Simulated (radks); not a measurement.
Values are calculated unless marked as measured or tabulated.
Isoelectronic series with 23 electrons, each ion in its NIST ground configuration. Level of theory: scalar-relativistic Kohn-Sham, BLYP, spin-polarised, spherical densities, finite nucleus; open shells are filled with parallel spins first (spin-orbit coupling, left out, can overturn this in heavy ions); Fermi nuclear charge, rms radius of each element as measured or else 0.836 A^(1/3) + 0.57 fm (a radial shooting solver on a logarithmic mesh with Libxc functionals). Total energies (hartree) and mean radii <r> (bohr) (* marks an orbital that is empty in some or all of the ions):

| ion | configuration | E (hartree) | 3d down* | 3d up | 3p down |
|---|---|---|---|---|---|
| V | [Ar] 3d3 4s2 | -949.34804 | 1.558 | 1.415 | 1.021 |
| Mn2+ | [Ar] 3d5 | -1157.92312 | 1.218 | 1.132 | 0.9108 |
| Co4+ | [Ar] 3d5 | -1389.45246 | 0.9022 | 0.8699 | 0.7972 |
| Cu6+ | [Ar] 3d5 | -1643.80279 | 0.7406 | 0.7229 | 0.7058 |
| Ga8+ | [Ar] 3d5 | -1921.03936 | 0.6353 | 0.6238 | 0.6325 |
| As10+ | [Ar] 3d5 | -2221.28153 | 0.5592 | 0.5509 | 0.5728 |
| Br12+ | [Ar] 3d5 | -2544.67923 | 0.5007 | 0.4944 | 0.5232 |
| Rb14+ | [Ar] 3d5 | -2891.40521 | 0.4540 | 0.4491 | 0.4815 |
| Nb18+ | [Ar] 3d5 | -3655.62925 | 0.3836 | 0.3803 | 0.4152 |
| Tc20+ | [Ar] 3d5 | -4073.56728 | 0.3563 | 0.3535 | 0.3883 |
| Rh22+ | [Ar] 3d5 | -4515.71390 | 0.3327 | 0.3303 | 0.3647 |
